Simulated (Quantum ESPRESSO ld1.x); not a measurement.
Values are calculated unless marked as measured or tabulated.
All-electron atom: the krypton ion Kr+ in [Ar] 3d10 4s2 4p5 (the NIST ground configuration). Level of theory: non-relativistic Kohn-Sham, LDA (Slater exchange, Perdew-Zunger correlation), spin-polarised, spherical densities, point nucleus; open shells are filled with parallel spins first (ld1.x of Quantum ESPRESSO 7.5). Some entries of the table are withheld. Estimate them.

orbital,occ.,eigenvalue (eV),<r> (bohr)
1s up,1,-13889.4,0.04250
1s down,1,-13889.4,0.04250
2s up,1,-1815.70,0.1881
2s down,1,-1815.65,0.1881
2p up,3,-1645.15,0.1620
2p down,3,-1645.07,0.1620
3s up,1,-265.387,0.5427
3s down,1,-265.277,0.5426
3p up,3,-204.750,0.5461
3p down,3,-204.627,0.5460
3d up,5,-95.5606,0.5541
3d down,5,-95.4154,0.5535
4s up,1,(1),1.562
4s down,1,(2),1.564
4p up,3,-20.0315,1.828
4p down,2,-19.3258,1.840
5s up,0,-5.7480,4.432
5s down,0,-5.6184,4.494
4d up,0,-3.9775,(3)
4d down,0,-3.6789,(4)

Answer. 
(1) 4s up eigenvalue (eV): -33.5317
(2) 4s down eigenvalue (eV): -32.7817
(3) 4d up <r> (bohr): 3.585
(4) 4d down <r> (bohr): 3.780
